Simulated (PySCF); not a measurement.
Vertical excitations of a molecule C₅H₁₆Si₂ from TDDFT-B3LYP/def2-SVP in PySCF 2.14.0, as energy in eV (oscillator strength): 6.81 (0.029), 6.86 (0.064), 7.25 (0.026), 7.99 (0.001), 8.06 (0.057), 8.09 (0.072), 8.10 (0.064), 8.18 (0.019), 8.26 (0.020), 8.34 (0.016). Lowest triplet (TDA): 6.13 eV. Geometry: B3LYP-D3(BJ)/def2-SVP. Other conformers were not sampled.

Task: Identify the compound among the candidates.
(A) C[SiH](C)[Si](C)(C)C
(B) CC[C@H](C)C[SiH2][SiH3]
(C) CC[SiH](CC)C[SiH3]
(D) C[C@@H]([SiH3])[Si](C)(C)C

Result: A, C[SiH](C)[Si](C)(C)C
